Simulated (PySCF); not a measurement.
Computed IR spectrum (relative IR intensity) of a molecule C5H7F. The structure is a stationary point at PBE-D3(BJ)/def2-SVP. The values are those of a single conformer. Method: PySCF 2.14.0 with PBE-D3(BJ)/def2-SVP. No scaling factor is applied to the harmonic values.

Lines under 2 % of the strongest are left out, and lines within 2 cm⁻¹ are merged.

```
ν (cm⁻¹)  relative intensity
--------  ------------------
208                      2.9
306                      6.9
400                      2.1
534                       12
631                      2.0
643                       62
689                       44
825                      8.2
934                       28
958                      100
1043                      24
1077                      48
1106                      29
1270                     6.6
1308                      19
1317                      38
1352                      12
1396                     5.6
1416                     7.8
1433                      11
2165                     4.4
2950                      28
2982                      61
3031                      15
3071                      27
3080                      18
3406                      99
```

Q: Which structure fits?
(A) FC1CC=CC1
(B) CCC=C=CF
(C) C[C@H]1CC=C1F
(D) C#C[C@H](F)CC

A: D, C#C[C@H](F)CC
